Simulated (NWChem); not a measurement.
System: InH$_{2}$O$_{2}$Cl; SMILES [In]([OH])([OH])[Cl]

NWChem printed, in part:

```
             Northwest Computational Chemistry Package (NWChem) 7.3.0
             --------------------------------------------------------

                             Geometry "geometry" -> ""
                             -------------------------

 Output coordinates in angstroms (scale by  1.889725989 to convert to a.u.)

  No.       Tag          Charge          X              Y              Z
 ---- ---------------- ---------- -------------- -------------- --------------
    1 In                  49.0000     0.04848600     0.30656100     0.00000000
    2 Cl                  17.0000    -0.15876700    -2.01794300     0.00000000
    3 O                    8.0000    -1.59266200     1.41578900     0.00000000
    4 H                    1.0000    -1.37077100     2.35544000     0.00000000
    5 O                    8.0000     1.85072700     1.14377900     0.00000000
    6 H                    1.0000     2.55059100     0.47928600     0.00000000

 Effective nuclear repulsion energy (a.u.)     482.6338986967

                                 NWChem DFT Module
                                 -----------------

 Summary of "ao basis" -> "ao basis" (spherical)
 ------------------------------------------------------------------------------
       Tag                 Description            Shells   Functions and Types
 ---------------- ------------------------------  ------  ---------------------
 In                        def2-svpd                12       32   5s4p3d
 Cl                        def2-svpd                11       27   5s4p2d
 O                         def2-svpd                 9       23   4s3p2d
 H                         def2-svpd                 4        8   2s2p

            General Information
            -------------------
          SCF calculation type: DFT
          Wavefunction type:  closed shell.
          No. of atoms     :     6
          No. of electrons :    56
           Alpha electrons :    28
            Beta electrons :    28
          Charge           :     0
          Spin multiplicity:     1
          Use of symmetry is: off; symmetry adaption is: off
          Maximum number of iterations: 150
          AO basis - number of functions:   121
                     number of shells:    49
          Convergence on energy requested:  1.00D-06
          Convergence on density requested:  1.00D-05
          Convergence on gradient requested:  5.00D-04

              XC Information
              --------------
                     Hartree-Fock (Exact) Exchange  1.000
                   CAM-Becke88 Exchange Functional  1.000
                      VWN V Correlation Functional  0.190 local
              Lee-Yang-Parr Correlation Functional  0.810

           Range-Separation Parameters
           ---------------------------
           Alpha           :  0.19
           Beta            :  0.46
           Gamma           :  0.33
           Short-Range HF  :     F

             Grid Information
             ----------------
          Grid used for XC integration:  medium
          Radial quadrature: Mura-Knowles
          Angular quadrature: Lebedev.
          Tag              B.-S. Rad. Rad. Pts. Rad. Cut. Ang. Pts.
          ---              ---------- --------- --------- ---------
          In                  1.55      123          12.0       590
          Cl                  1.00       88          12.0       590
          O                   0.60       49          13.0       434
          H                   0.35       45          13.0       434
          Grid pruning is: on
          Number of quadrature shells:   399
          Spatial weights used:  Erf1

      Superposition of Atomic Density Guess
      -------------------------------------

 Sum of atomic energies:        -827.76543446

      Non-variational initial energy
      ------------------------------

 Total energy =    -799.326192
 1-e energy   =   -1661.314769
 2-e energy   =     618.631463
 HOMO         =      -0.452678
 LUMO         =      -0.114662

   convergence    iter        energy       DeltaE   RMS-Dens  Diis-err
 ---------------- ----- ----------------- --------- --------- ---------
 d= 0,ls=0.0,diis     1   -801.6238824167 -1.04D+03  2.01D-02  1.13D+00
 d= 0,ls=0.0,diis     2   -801.5188607607  1.05D-01  9.12D-03  2.48D+00
 d= 0,ls=0.0,diis     3   -801.7604331255 -2.42D-01  1.15D-03  1.86D-02
 d= 0,ls=0.0,diis     4   -801.7621612460 -1.73D-03  4.96D-04  3.25D-03
 d= 0,ls=0.0,diis     5   -801.7625854947 -4.24D-04  9.22D-05  1.05D-04
  Resetting Diis
 d= 0,ls=0.0,diis     6   -801.7625981567 -1.27D-05  2.92D-05  1.47D-05
 d= 0,ls=0.0,diis     7   -801.7625993316 -1.17D-06  2.74D-05  4.82D-06
 d= 0,ls=0.0,diis     8   -801.7625986339  6.98D-07  1.61D-05  1.29D-05
 d= 0,ls=0.0,diis     9   -801.7625998500 -1.22D-06  2.00D-06  1.92D-08
 d= 0,ls=0.0,diis    10   -801.7625998541 -4.08D-09  9.67D-07  5.64D-09

         Total DFT energy =     -801.762599854075
      One electron energy =    -1663.449083445340
           Coulomb energy =      681.192663615441
    Exchange-Corr. energy =      -62.863294196057
 Nuclear repulsion energy =      243.357114171880

 Numeric. integr. density =       55.999987236099

                       DFT Final Molecular Orbital Analysis
                       ------------------------------------

 Vector   26  Occ=2.000000D+00  E=-3.922773D-01
              MO Center= -3.9D-02, -1.0D+00,  6.0D-09, r^2= 4.1D+00
   Bfn.  Coefficient  Atom+Function         Bfn.  Coefficient  Atom+Function
  ----- ------------  ---------------      ----- ------------  ---------------
    46      0.511970  2 Cl pz                43      0.404632  2 Cl pz
    97     -0.244429  5 O  pz                40      0.232828  2 Cl pz
    66     -0.231492  3 O  pz               100     -0.170947  5 O  pz
    69     -0.159308  3 O  pz                19      0.104948  1 In d -1
    49      0.097284  2 Cl pz               103     -0.064272  5 O  pz

 Vector   27  Occ=2.000000D+00  E=-3.911106D-01
              MO Center=  1.0D-01,  1.3D+00, -5.9D-10, r^2= 3.7D+00
   Bfn.  Coefficient  Atom+Function         Bfn.  Coefficient  Atom+Function
  ----- ------------  ---------------      ----- ------------  ---------------
    66      0.448511  3 O  pz                97     -0.436550  5 O  pz
    69      0.312487  3 O  pz               100     -0.302749  5 O  pz
    21     -0.127194  1 In d  1              72      0.108609  3 O  pz
   103     -0.089527  5 O  pz                81     -0.028360  3 O  d  1

 Vector   28  Occ=2.000000D+00  E=-3.876706D-01
              MO Center=  8.1D-02, -1.1D+00,  2.6D-10, r^2= 4.0D+00
   Bfn.  Coefficient  Atom+Function         Bfn.  Coefficient  Atom+Function
  ----- ------------  ---------------      ----- ------------  ---------------
    44      0.520343  2 Cl px                41      0.413163  2 Cl px
    38      0.237133  2 Cl px                96      0.209514  5 O  py
    64      0.183257  3 O  px                95      0.170173  5 O  px
    99      0.142097  5 O  py                94      0.135783  5 O  s
    18      0.131530  1 In d -2              67      0.112559  3 O  px

 Vector   29  Occ=0.000000D+00  E=-6.236618D-02
              MO Center=  9.3D-02,  2.4D-01,  1.5D-08, r^2= 5.9D+00
   Bfn.  Coefficient  Atom+Function         Bfn.  Coefficient  Atom+Function
  ----- ------------  ---------------      ----- ------------  ---------------
     4      1.018083  1 In s                  3      0.529341  1 In s
     5      0.528113  1 In s                  1     -0.321551  1 In s
    63     -0.312543  3 O  s                 45     -0.305277  2 Cl py
    37     -0.262665  2 Cl s                 94     -0.231056  5 O  s
    48     -0.206009  2 Cl py                62     -0.204606  3 O  s

 Vector   30  Occ=0.000000D+00  E=-1.033288D-02
              MO Center=  6.6D-02,  2.3D-01, -2.0D-08, r^2= 4.6D+00
   Bfn.  Coefficient  Atom+Function         Bfn.  Coefficient  Atom+Function
  ----- ------------  ---------------      ----- ------------  ---------------
    17      0.858972  1 In pz                14      0.530383  1 In pz
    46     -0.198613  2 Cl pz               103     -0.186290  5 O  pz
    97     -0.168993  5 O  pz                66     -0.166883  3 O  pz
    11     -0.145213  1 In pz               100     -0.142788  5 O  pz
    69     -0.138187  3 O  pz                 8     -0.134022  1 In pz

 Vector   31  Occ=0.000000D+00  E= 3.441290D-02
              MO Center= -1.5D-01,  1.8D+00,  7.6D-09, r^2= 1.1D+01
   Bfn.  Coefficient  Atom+Function         Bfn.  Coefficient  Atom+Function
  ----- ------------  ---------------      ----- ------------  ---------------
     5      2.346869  1 In s                 37     -1.550511  2 Cl s
    63     -1.095095  3 O  s                 32     -0.642866  1 In d  2
    15     -0.457459  1 In px                30     -0.440341  1 In d  0
    36      0.380688  2 Cl s                  4     -0.357720  1 In s
   102     -0.304249  5 O  py                 3     -0.299009  1 In s

     Multipole analysis of the density
     ---------------------------------

     L   x y z        total         alpha         beta         nuclear
     -   - - -        -----         -----         ----         -------
     0   0 0 0     -0.000000    -28.000000    -28.000000     56.000000

     1   1 0 0      0.496875     -1.228862     -1.228862      2.954600
     1   0 1 0      0.369236      4.489395      4.489395     -8.609554
     1   0 0 1      0.000000      0.000000      0.000000      0.000000

     2   2 0 0    -38.364134   -120.165545   -120.165545    201.966956
     2   1 1 0     -2.468346     -5.962151     -5.962151      9.455955
     2   1 0 1     -0.000000     -0.000000     -0.000000      0.000000
     2   0 2 0    -37.481537   -203.504946   -203.504946    369.528355
     2   0 1 1     -0.000000     -0.000000     -0.000000      0.000000
     2   0 0 2    -33.663970    -16.831985    -16.831985      0.000000

 *** CALLING NEW AORESP DRIVER FOR CLOSED AND OPEN SHELLS ***
 Entering AOResponse driver routine

--------------------------------------------------------------------------------

          -----------------------------------------------
          Solving response equations for perturbing field
          -----------------------------------------------

 number of frequencies:     1
 frequency in a.u.:  0.0000000E+00
 Perturbing field: electric
 Using El. Dipole Length Gauge

 Setting up CPKS with frequency omega =      0.00000000 a.u.

 STATIC response

                                NWChem CPHF Module
                                ------------------

  scftype          =     RHF
  nclosed          =       28
  nopen            =        0
  variables        =     2604
  # of vectors     =        3
  tolerance        = 0.10D-03
  level shift      = 0.00D+00
  max iterations   =       50
  max subspace     =       30

 SCF residual:    3.0105917217477528E-005

Iterative solution of linear equations
  No. of variables     2604
  No. of equations        3
  Maximum subspace       30
        Iterations       50
       Convergence  1.0D-04

   iter   nsub   residual    time
   ----  ------  --------  ---------
     1      3    2.23D+00      85.5
     2      6    2.59D+00      96.1
     3      9    7.21D-01     106.7
     4     12    1.13D-01     117.3
     5     15    2.14D-02     127.8
     6     18    5.91D-03     138.4
     7     21    1.27D-03     149.1
     8     24    3.65D-04     159.7
     9     27    3.48D-05     170.3

 Electric Dipole Response Matrix (nonzero elements):

              1        2        3
    1   58.6772   1.0170  -0.0000
    2    1.0170  66.8387   0.0000
    3   -0.0000   0.0000  42.5979

 ------------------------------------------
 average:        56.03791 + I       0.00000

 DFT Linear Response polarizability / au
 Frequency  =       0.0000000 / au
              X              Y              Z
 -----------------------------------------------
 X      58.6771767      1.0170023     -0.0000001
 Y       1.0170201     66.8386730      0.0000001
 Z      -0.0000001      0.0000001     42.5978867
 -----------------------------------------------
 Eigenvalues =      58.5523572     66.9634925     42.5978867
 Isotropic   =      56.0379121
 Anisotropic =      21.4356604
 -----------------------------------------------

 Magnetic Dipole Response Matrix (nonzero elements):

 Exiting AOResponse driver routine
```

Level: CAM-B3LYP/def2-SVPD with def2 effective core potentials on In. The geometry was optimised at PBE0/def2-SVP. Not confirmed as a minimum by frequencies. def2 effective core potentials on In; no spin-orbit coupling.

Write an input that gives this output.

One answer among several that fit: the input that was run:
```
start job
memory heap 200 mb stack 900 mb global 1100 mb
geometry units angstroms noautosym nocenter noautoz
  In     0.048486     0.306561     0.000000
  Cl    -0.158767    -2.017943     0.000000
  O     -1.592662     1.415789     0.000000
  H     -1.370771     2.355440     0.000000
  O      1.850727     1.143779     0.000000
  H      2.550591     0.479286     0.000000
end
basis spherical
  * library def2-svpd
end
ecp
  In library def2-ecp
end
dft
  xc xcamb88 1.00 lyp 0.81 vwn_5 0.19 hfexch 1.00
  cam 0.33 cam_alpha 0.19 cam_beta 0.46
  iterations 150
end
property
  response 1 0.0
end
task dft property
```
